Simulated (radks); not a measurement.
Results of a calculation; reference values are marked as such.
Fractional charge and spin in the 3s shell of argon: the spin-up occupation runs from 0 to 1 and the spin-down occupation from 0 to 1; the fullest corner is Ar+, [Ne] 3p(up 2.5, down 2.5) 3s(up 1, down 1). Code: a radial shooting solver on a logarithmic mesh with Libxc functionals. Model: scalar-relativistic Kohn-Sham, PBE, spin-polarised, spherical densities, finite nucleus; Fermi nuclear charge, rms radius of each element as measured or else 0.836 A^(1/3) + 0.57 fm. Energy (eV) minus the two flat planes that join the four corners (they meet along the diagonal where the two added fractions sum to one electron); zero is where a piecewise linear energy would lie.

down \ up,0,0.5,1
0,0.000,-1.851,0.000
0.5,-1.851,0.367,-1.708
1,0.000,-1.708,0.000

Corners above the fullest one (they belong to Ar2+ and the next ion): (up 1, down 0) 43.448 eV, (up 0, down 1) 43.448 eV, (up 0, down 0) 102.61 eV. With half an added electron in each spin the energy lies 0.367 eV from the planes, and with half an added electron in spin up alone -1.851 eV. The planes are only a guide here: the flat-plane condition holds for ground states with one frontier orbital, while this shell lies below other occupied shells, so the corners above the fullest one are inner-hole states and not the ground states of those ions.
